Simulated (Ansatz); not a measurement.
Mulliken charges of GaGeH5Te, SMILES `[GaH2][Te][GeH3]` from r2SCAN/def2-TZVPP in Ansatz (PBE0-D4/def2-TZVP geometry).

| atom | x (Å) | y (Å) | z (Å) | charge (e) |
| --- | --- | --- | --- | --- |
| Ga1 | -1.102 | 1.701 | -0.573 | 0.219 |
| Te2 | 1.216 | 1.249 | 0.277 | -0.242 |
| Ge3 | 0.893 | -1.287 | 0.455 | 0.138 |
| H4 | -2.065 | 0.486 | -0.774 | -0.056 |
| H5 | -1.449 | 3.198 | -0.858 | -0.046 |
| H6 | 1.036 | -1.710 | 1.925 | -0.012 |
| H7 | 1.975 | -1.985 | -0.383 | -0.012 |
| H8 | -0.503 | -1.652 | -0.069 | 0.011 |

Q: By hand: the dipole of these point charges (1 e Å = 4.8032 D).

A: Σ q r = (-0.272, -0.256, -0.066) e Å, of length 0.379 e Å = 1.82 D.

Q: How does the dipole of the full density compare? (Best estimate.)

A: Ansatz gave: (-0.079, -0.129, -0.013) e Å, 0.73 D; the point charges give 2.49 times that, at 16° from its direction.

Point charges leave out the atoms' own dipoles, such as those of lone pairs, and Mulliken's split depends on the basis, so the two needn't agree.
